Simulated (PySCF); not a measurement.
# Spinor energies of Os⁺ (osmium, charge +1)

Start: [Xe] 4f14 5d6 6s1; 5d3/2 filled at m_j = +3/2; 5d5/2 filled at m_j = -3/2, -1/2, +1/2, +3/2, +5/2; 6s1/2 filled at m_j = +1/2. Calculated with PySCF 2.14 in x2c-TZVPall-2c with one added diffuse shell each of s, p, d type (12s12p11d2f, 117 functions): generalised Hartree-Fock with the X2C-1e Hamiltonian and a Gaussian nucleus; spin-orbit coupling (SO) screened by Boettger's factors. This is a chosen level, not necessarily the ground level.

```csv
spinor shell,electrons,"ε, screened SO (eV)",weight of nominal j (screened SO),"rms radius, screened SO (bohr)"
1s1/2,2,-74262.3,1.000,0.0201
2s1/2,2,-13082.6,1.000,0.0809
2p1/2,2,-12503.6,1.000,0.0687
2p3/2,4,-10966.6,1.000,0.0764
3s1/2,2,-3114.6,1.000,0.207
3p1/2,2,-2856.2,1.000,0.198
3p3/2,4,-2515.6,1.000,0.214
3d3/2,4,-2088.0,1.000,0.188
3d5/2,6,-2014.6,1.000,0.193
4s1/2,2,-697.35,1.000,0.459
4p1/2,2,-587.78,1.000,0.466
4p3/2,4,-506.72,1.000,0.499
4d3/2,4,-326.64,0.999,0.519
5s1/2,2,-115.70,1.000,1.08
5p1/2,2,-80.688,0.687,1.07
4f5/2,6,-80.374,0.895,0.687
4f7/2,8,-77.402,0.991,0.611
5p3/2,4,-65.617,0.978,1.28
5d5/2,5,-21.011,0.498,1.86
5d3/2,1,-17.317,0.680,1.90
6s1/2,1,-16.339,0.990,3.01
```

Question: Where does 4d5/2 lie, and what is the 4d spin-orbit splitting (screened SO)?

Answer: At -310.94 eV, 15.698 eV above 4d3/2.

```
   quantity   screened SO
E (hartree)  -17263.50285
        M_J           9/2
       ⟨J²⟩        24.774
       ⟨L²⟩         6.588
       ⟨S²⟩         8.546
```

Each row is a mean over spinors that exchange with the open shell spreads, by up to 7.730 eV (5p3/2).

Rows whose weight is well below 1 are mixtures of j = l ± 1/2: exchange outweighs spin-orbit coupling there, and the label is only the starting occupation.

Breit and QED terms are absent; they matter most for the inner s and p1/2 levels.

Densities and radii are taken from the X2C orbitals without a picture-change correction, which distorts them close to the nucleus.
